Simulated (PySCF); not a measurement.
M06 on B⁻ (boron, charge -1), [He] 2s2 2p2, high-spin 3P determinant. Computed with PySCF 2.14 in def2-TZVPPD, with no relativity, point nucleus.

```
cycle= 1 E= -24.6392242124891  delta_E= -0.00324  |g|= 0.0139  |ddm|= 0.219
cycle= 2 E= -24.6392996976009  delta_E= -7.55e-05  |g|= 0.00999  |ddm|= 0.0539
cycle= 3 E= -24.6394048547054  delta_E= -0.000105  |g|= 0.000943  |ddm|= 0.0226
cycle= 4 E= -24.6394067636988  delta_E= -1.91e-06  |g|= 0.000348  |ddm|= 0.00408
cycle= 5 E= -24.6394071147772  delta_E= -3.51e-07  |g|= 9.19e-05  |ddm|= 0.00322
cycle= 6 E= -24.6394071452172  delta_E= -3.04e-08  |g|= 1.29e-05  |ddm|= 0.00116
cycle= 7 E= -24.6394071456964  delta_E= -4.79e-10  |g|= 8.71e-07  |ddm|= 0.00014
converged SCF energy = -24.6394071456964  <S^2> = 2.0054506  2S+1 = 3.0036315
```

Highest occupied orbital energy: 2.325 eV; ⟨L²⟩ = 2.00; populations by l: s 4.00, p 2.00, d 0.00, f 0.00.

(1) Can this result be used?

## Answers

(1) With care. The run converged. At M06 the highest occupied level has a positive energy, so only the finite basis holds that electron; in a semilocal or global hybrid functional this comes from self-interaction and does not mean that the real anion is unbound.
